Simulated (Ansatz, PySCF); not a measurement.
Noncovalent pair: HCl (SMILES Cl) (first 2 atoms) with CH6Si (SMILES C[SiH3]); geometry from B3LYP-D3(BJ)/def2-TZVP.
(charge 0, multiplicity 1):
```xyz
10

Cl    -0.56149    -0.68712    -0.50007
H     -0.12152    -0.26960     0.63588
C      0.33057     0.79651     5.06612
Si    -0.21888    -0.25298     3.61581
H      0.07534     1.84547     4.90686
H      1.41003     0.72721     5.21039
H     -0.15584     0.46569     5.98565
H     -1.67973    -0.14914     3.39461
H      0.13869    -1.67704     3.81060
H      0.45778     0.21237     2.37253
```

Counterpoise-corrected where a basis set is named; no monomer relaxation. Rows marked so take none.

Correlated levels freeze the cores. Rows in 3-21G, STO-3G carry no dispersion term and start afresh at each structure.

Programs: Ansatz (a first-principles code) with Gaussian orbitals; PySCF for 3-21G rows, STO-3G rows, the dispersion terms. 

**Question.** One of these levels gives 16.3 meV for the interaction energy. Which one is it?
A. HF/STO-3G (no counterpoise)
B. B3LYP-D4/def2-TZVPPD
C. HF/3-21G (no counterpoise)
D. B2PLYP/def2-TZVPPD

**Answer.** A, HF/STO-3G (no counterpoise). The others give -10.4 (HF/3-21G (no counterpoise)), -70.4 (B3LYP-D4/def2-TZVPPD), -36.9 (B2PLYP/def2-TZVPPD)
